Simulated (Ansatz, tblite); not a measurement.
Cost and result up the ladder for `C[Si](C)(Cl)CCC(F)(F)C(F)(F)C(F)(F)C(F)(F)C(F)(F)C(F)(F)F` (35 atoms). Total charge 0; singlet. Geometry: r2SCAN-D4/def2-SVP.

```xyz
35

C    -0.063   -4.357   -1.120
Si   -1.663   -3.414   -1.326
C    -2.947   -3.940   -0.073
Cl   -2.416   -3.823   -3.235
C    -1.369   -1.554   -1.270
C    -0.823   -1.051    0.068
C    -0.585    0.445    0.043
F    -1.747    1.111   -0.182
F     0.271    0.765   -0.963
C     0.023    0.973    1.363
F    -0.743    0.513    2.380
F     1.264    0.451    1.497
C     0.122    2.505    1.594
F     0.621    2.670    2.835
F    -1.121    3.019    1.563
C     0.972    3.379    0.627
F     0.918    4.630    1.136
F     0.384    3.381   -0.580
C     2.468    3.006    0.460
F     2.572    1.953   -0.368
F     2.998    2.687    1.655
C     3.322    4.157   -0.137
F     2.721    4.673   -1.208
F     4.505    3.663   -0.501
F     3.518    5.115    0.763
H     0.373   -4.188   -0.121
H     0.679   -4.049   -1.874
H    -0.229   -5.440   -1.233
H    -3.167   -5.015   -0.167
H    -2.595   -3.759    0.957
H    -3.890   -3.389   -0.215
H    -2.320   -1.043   -1.502
H    -0.671   -1.291   -2.083
H     0.139   -1.526    0.322
H    -1.520   -1.258    0.895
```

Ansatz on 2 threads of AMD EPYC 7R13 on a shared host and a share (18 GiB) of an NVIDIA H100 80GB HBM3; xTB runs through tblite on one thread. Times are rough, summed over both states, and most runs start from the orbitals of an earlier one. PBE0-D4/def2-TZVP serves as the yardstick here, not as an exact answer. The other state is a triplet.

The xTB rows come from tblite. Single mean-field runs in def2-TZVP are fitted with def2-universal-jkfit.

xTB has no spin-polarisation term.

```csv
level,functions,wall time,vertical triplet (eV),difference from PBE0-D4/def2-TZVP (eV)
GFN2-xTB,120,0.21 s,6.54,-1.06
GFN1-xTB,130,0.27 s,7.37,-0.23
PBE-D4/def2-TZVP (with forces),847,41 s,6.84,-0.76
PBE0-D4/def2-TZVP,847,46 s,7.60,0.00
```
